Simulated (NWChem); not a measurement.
System: SiH3Br; SMILES [SiH3]Br

Results from NWChem. Geometry: optimised at PBE0/def2-SVP. Vertical excitations in the gas phase.

**Question.** Predict the results for Hartree-Fock/def2-SVPD, TDHF. Quantities: lowest excitation, singlet (eV); oscillator strength of that lowest state; orbital gap (eV).

**Answer.** 
```yaml
lowest excitation, singlet (eV): 7.74
oscillator_strength_of_that_lowest_state: 0.026
orbital gap (eV): 13.52
```
